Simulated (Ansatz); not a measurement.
`N[SiH](Cl)BF` → `NBF` + `[SiH]Cl` at 400 K and 1 bar (silylene formation by 1,1-elimination).

Isolated molecules relaxed with PBE0-D4/def2-TZVP in Ansatz; ΔE leaves out vibrations. CCSD(T)/CBS adds triple-zeta CCSD(T) − MP2 to the extrapolated MP2 energy (def2 sets, frozen cores). This one scheme is used for every species. Each species was taken in one conformer, which may not be the lowest.

```tsv
species	CCSD(T)/CBS energy (Eh)	H − E (kJ/mol)	S (J/(mol·K))
`N[SiH](Cl)BF`	-930.67315	171.4	394.1
`NBF`	-181.19761	130.1	274.9
`[SiH]Cl`	-749.43948	35.1	263.9
```

H − E and S are ideal-gas, rigid-rotor, harmonic terms from PBE0-D4/def2-TZVP, for one conformer and one mirror image of each species. 1 Eh = 2625.50 kJ/mol, R = 8.31446 J/(mol·K).

Q: By hand: ΔE, ΔH, ΔS and ΔG.

A: ΔE = (-181.19761) + (-749.43948) − (-930.67315) = 0.03606 Eh = 94.7 kJ/mol. Δ(H − E) = 130.1 + 35.1 − 171.4 = -6.2, so ΔH = 88.5 kJ/mol. ΔS = 274.9 + 263.9 − 394.1 = 144.7 J/(mol·K). ΔG = 88.5 − 400 × (144.7)/1000 = 30.6 kJ/mol.

Q: By hand: the equilibrium constant, and the temperature at which ΔG would vanish if ΔH and ΔS stayed fixed.

A: log₁₀ K = −ΔG/(RT ln 10) = -4.0. ΔG = 0 at ΔH/ΔS = 612 K.

The number of gas molecules changes by +1, which sets the sign of ΔS. A doubt of 5 kJ/mol in ΔE shifts log₁₀ K by 0.7 here. Other conformers and mirror images would add mixing entropy, several J/(mol·K) or more a flexible species. Modes under 60 cm⁻¹, often nearly free rotors, make the harmonic entropy too high. These are equilibria of isolated gas molecules and say nothing of rates. Largest T1 diagnostic: 0.013 (customary marks: 0.02 for closed shells, 0.045 for open ones).
